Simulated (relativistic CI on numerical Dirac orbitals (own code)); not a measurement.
## One change at a time: Tb LI

Base calculation: Dirac-Coulomb-Breit CI, orbitals from a KLI potential per configuration, model QED (radiative potential, 1s self-energy scaled to tabulated hydrogen-like ionisation energies), unscaled Slater integrals.

Configurations in the expansion (outside the closed core [Ne]): 3s²3p³, 3s3p⁴, 3s²3p²3d, 3p⁵, 3s3p³3d, 3p⁴3d, 3s3p²3d², 3s²3p3d4p, 3p⁴4s, 3s3p²3d4s, 3s²3p²4s, 3p⁴4p, 3s²3p²4p, 3p³3d4p, 3s²3p²4d, 3s3p³4s, 3s²3p²4f, 3s3p³4p, 3s3p³4d, 3s3p³4f, 3s²3p²5s, 3s²3p²5p, 3s²3p4s4p, 3s²3p²5d, 3s²3p²5f, 3s²3p²5g, 3s3p²4s², 3s3p³5s, 3s²3p3d², 3s²3d³, 3s3p3d³, 3s²3d²4s, 3s²3d²4p, 3s²3d²4d, 3p³3d², 3p²3d³, 3p²3d²4s, 3p²3d²4p, 3p²3d²4d, 3s²3p3d4s, 3s3p3d²4s, 3s²3d4s², 3s²3d4s4p, 3s²3d4s4d, 3s3p²3d4p, 3s3p3d²4p, 3s3p3d4s4p, 3s3p3d4p², 3s3p3d4p4d, 3p³3d4s, 3p²3d4s², 3p²3d4s4p, 3p²3d4s4d, 3s²3p4s², 3s3p3d4s², 3s²4s²4p, 3s²4s²4d, 3s²3p4p², 3s²3d4p², 3s²4s4p², 3s²4p³, 3s²4p²4d, 3s3p²4s4p, 3s3p4s²4p, 3s3p4s4p², 3s3p4s4p4d. Double excitations out of closed p, d and f shells are left out; levels of such configurations are missing from the list, as are those of other unlisted configurations, and high levels can miss mixing partners. These lack a partner that the ground configuration has and come out too high: 3s²3p²4f, 3s3p³4d, 3s3p³4f, 3s²3p²5s, 3s²3p²5p.

Variants: (1) valence Slater integrals scaled by 0.9; (2) QED terms removed. Shifts of the energy above 3s²3p³ ²P°3/2, in eV, for the lowest level and the first level of each name with at least 55 % of one term (blank where a level changes its place among those of its configuration and J or its character, or is not in the variant):

| Level | Base | Δ(1) | Δ(2) |
| --- | --- | --- | --- |
| 3s²3p³ ²P°3/2 | 0.000 | 0.000 | 0.000 |
| 3s²3p³ ²D°5/2 | 190.162 | +0.244 | -0.250 |
| 3s²3p³ ²P°1/2 | 203.302 | -0.928 | -0.246 |
| 3s3p⁴ ⁴P5/2 | 322.692 | +2.700 | +2.377 |
| 3s²3p²3d ⁴D1/2 | 374.977 | +1.797 | +0.226 |
| 3s²3p²3d ²G9/2 | 428.166 | +0.703 | +0.092 |
| 3s²3p²3d ²F7/2 | 449.231 | -1.146 | +0.101 |
| 3s3p⁴ ⁴P3/2 | 514.624 | +2.479 | +2.013 |
| 3s3p⁴ ²D5/2 | 528.986 | +1.465 | +1.987 |
| 3s²3p²3d ⁴F9/2 | 612.794 | +1.492 | -0.133 |
| 3s²3p3d² ⁴G°7/2 | 624.605 | +2.048 | +0.702 |

At this charge energies of transitions that change n are usually good to better than 1 %, and those within a shell (Δn = 0) to a few per cent.

Ionisation energy from the two ground configurations alone: base 4459.92 eV. The NIST ASD value (theoretical) is 4460 eV.

LS names give the leading component of a level, which can be under half, so a name can repeat, a term be missing and a line seem to break the LS rules.
